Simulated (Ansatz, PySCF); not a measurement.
Gas-phase reaction (SMILES): O[Si](O)(O)[SiH3] → O[Si](O)(O)[SiH2] + H atom; the H-Si bond at the site shown breaks (other sites are not compared here).

Geometries: B3LYP-D3(BJ)/def2-TZVP minima from Ansatz (a first-principles code), one conformer each, not searched for the lowest. Cores are frozen in the correlated levels unless marked. UHF or UKS for open shells. No spin-orbit coupling. No relativistic terms. Basis-set limits of correlation are two-point, X^-3; Hartree-Fock from the larger set. Thermal terms are rigid-rotor harmonic-oscillator values from B3LYP-D3(BJ) frequencies (PySCF) at 298.15 K and 1 atm. 1 Eh = 627.5095 kcal/mol. Atoms have translation alone. Electronic entropy comes from spin alone.

| species | E, CCSD(T)/CBS(cc-pV(T+d)Z,cc-pV(Q+d)Z) (Ansatz) (Eh) | E, wB97M-V/def2-TZVPD (Ansatz) (Eh) | H - E (Eh) | G - E (Eh) |
|---|---|---|---|---|
| O[Si](O)(O)[SiH3] | -807.43061 | -808.43187 | 0.07746 | 0.03488 |
| O[Si](O)(O)[SiH2] | -806.78160 | -807.78873 | 0.06795 | 0.02491 |
| H atom | -0.49995 | -0.49411 | 0.00236 | -0.01065 |

Q: Work out ΔE and ΔH, ΔG, ΔS and the equilibrium constant at 298.15 K at the first level, then ΔH at the second.

A: 
1. ΔE = [(-806.78160) + (-0.49995)] - [(-807.43061)] = 0.14906 Eh = 93.5 kcal/mol at CCSD(T)/CBS(cc-pV(T+d)Z,cc-pV(Q+d)Z).
2. The terms H - E add up to -0.00715 Eh, so ΔH = (0.14906 + (-0.00715))×627.5095 = 89.0 kcal/mol.
3. The terms G - E add up to -0.02062 Eh, so ΔG = 80.6 kcal/mol, and ΔS = (-0.00715 - (-0.02062))×627509.5/298.15 = 28.4 cal/(mol K).
4. log10 K = -ΔG/(RT ln 10) = -59.1, with RT ln 10 = 1.3642 kcal/mol.
5. With ΔH and ΔS taken as constant, ΔG changes sign near ΔH/ΔS = 3130 K, a rough figure that leaves out heat capacities.
6. At wB97M-V/def2-TZVPD the same steps give ΔE = 93.5 and ΔH = 89.0 kcal/mol, a shift of +0.0 from the first level.
7. These values are not checked against measurement here, since the tables used lack a sound gas-phase enthalpy of formation for at least one species.
